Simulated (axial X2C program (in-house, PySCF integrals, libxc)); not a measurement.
**Outer orbitals of AgGe at 2.468 Å, PBE0**

All values were computed with an in-house all-electron X2C program for linear molecules (integrals from PySCF). Spin-free means the one-electron spin-free X2C Hamiltonian; two-component (2c) means X2C with spin–orbit coupling and atomic mean-field two-electron Coulomb and Gaunt terms, so the difference of the two also holds small scalar two-electron terms. Basis: Ag dyall-cv3z [12s12p8d5f3g], Ge dyall-cv3z [9s9p7d4f1g] (cores contracted in-house); Gaussian nuclei, density fitting, unrestricted open shells. Masses: Ag 106.905 u, Ge 73.921 u.

The distance is close to the 2c PBE0 minimum; the highest filled and lowest empty levels are listed.

Spin-free orbitals, state M_S = 1/2, Λ = 1 (beyond evenly filled blocks: π+α) (Löwdin shares):

| symmetry | occupied | ε (eV) | atomic character |
| --- | --- | --- | --- |
| δ+α | yes | -32.91 | 100% Ge d |
| δ-α | yes | -32.87 | 100% Ge d |
| δ+β | yes | -32.78 | 100% Ge d |
| δ-β | yes | -32.78 | 100% Ge d |
| π+α | yes | -32.74 | 100% Ge d |
| π-α | yes | -32.72 | 100% Ge d |
| σα | yes | -32.69 | 100% Ge d |
| π-β | yes | -32.67 | 100% Ge d |
| π+β | yes | -32.67 | 100% Ge d |
| σβ | yes | -32.65 | 100% Ge d |
| σα | yes | -13.71 | 71% Ge s, 12% Ag d, 9% Ag p |
| σβ | yes | -12.79 | 66% Ge s, 16% Ag d, 9% Ag p |
| π+α | yes | -9.72 | 96% Ag d, 2% Ge p |
| π-α | yes | -9.62 | 97% Ag d |
| π-β | yes | -9.61 | 98% Ag d |
| π+β | yes | -9.61 | 98% Ag d |
| σα | yes | -9.58 | 86% Ag d, 7% Ge s, 5% Ge p |
| σβ | yes | -9.45 | 82% Ag d, 10% Ge s, 4% Ge p |
| δ+α | yes | -9.38 | 100% Ag d |
| δ+β | yes | -9.37 | 100% Ag d |
| δ-β | yes | -9.37 | 100% Ag d |
| δ-α | yes | -9.37 | 100% Ag d |
| σα | yes | -5.82 | 56% Ge p, 37% Ag s, 3% Ag d |
| σβ | yes | -5.58 | 52% Ge p, 41% Ag s, 3% Ge s |
| π+α | yes | -5.09 | 85% Ge p, 8% Ag p, 5% Ag d |
| π-α | no | -3.25 | 83% Ge p, 11% Ag p, 5% Ag d |
| π+β | no | -2.39 | 78% Ge p, 17% Ag p, 4% Ag d |
| π-β | no | -2.39 | 78% Ge p, 17% Ag p, 4% Ag d |
| σα | no | -1.81 | 40% Ag s, 34% Ag p, 20% Ge p |

Spinors with spin–orbit coupling (state Ω = 1/2):

```tsv
ω	occupied	ε (eV)	atomic character	λ mixture
-5/2	yes	-32.63	100% Ge d	100% δ
5/2	yes	-32.54	100% Ge d	100% δ
-3/2	yes	-32.50	100% Ge d	83% π, 17% δ
3/2	yes	-32.47	100% Ge d	89% π, 11% δ
-1/2	yes	-32.45	100% Ge d	58% σ, 42% π
1/2	yes	-32.45	100% Ge d	68% σ, 32% π
-1/2	yes	-13.70	70% Ge s, 12% Ag d, 9% Ag p	100% σ
1/2	yes	-12.77	66% Ge s, 17% Ag d, 9% Ag p	100% σ
1/2	yes	-9.95	93% Ag d, 3% Ge s, 2% Ge p	80% π, 20% σ
-1/2	yes	-9.91	93% Ag d, 3% Ge s, 2% Ge p	63% π, 37% σ
-3/2	yes	-9.78	99% Ag d	60% δ, 40% π
3/2	yes	-9.78	99% Ag d	61% δ, 39% π
-1/2	yes	-9.39	90% Ag d, 4% Ge s, 4% Ge p	64% σ, 36% π
1/2	yes	-9.34	85% Ag d, 8% Ge s, 4% Ge p	80% σ, 20% π
-3/2	yes	-9.33	98% Ag d	60% π, 40% δ
3/2	yes	-9.33	98% Ag d	61% π, 39% δ
5/2	yes	-9.16	100% Ag d	100% δ
-5/2	yes	-9.16	100% Ag d	100% δ
-1/2	yes	-5.81	56% Ge p, 37% Ag s, 3% Ag d	100% σ
1/2	yes	-5.58	52% Ge p, 41% Ag s, 3% Ge s	99% σ, 1% π
1/2	yes	-5.14	84% Ge p, 8% Ag p, 5% Ag d	99% π, 1% σ
-3/2	no	-3.18	83% Ge p, 11% Ag p, 5% Ag d	100% π
-1/2	no	-2.43	78% Ge p, 17% Ag p, 4% Ag d	100% π
3/2	no	-2.32	78% Ge p, 17% Ag p, 4% Ag d	100% π
-1/2	no	-1.80	40% Ag s, 34% Ag p, 20% Ge p	100% σ
```

(1) How does the gap between the highest filled and lowest empty level change from the spin-free to the 2c table?

Mulliken charges and populations of the two-component result (they depend on the basis, above all on diffuse functions):

Ag -0.04 e (s 9.04 p 18.11 d 19.89 f 0.01), Ge 0.04 e (s 7.91 p 14.02 d 10.03 f 0.01). ⟨Lz⟩ = 1.00 ħ and ⟨Sz⟩ = -0.50 ħ (0.02 and -0.52 on the two atoms), which add up to Ω.

Occupations by symmetry block were frozen at the best pattern of an incomplete PBE0 search. Density functionals use the spin component along the axis (collinear). The functionals have no current-density term, which raises determinants with orbital currents, atoms included.

Results:

(1) From 1.84 to 1.96 eV at PBE0, a change of 0.12 eV.
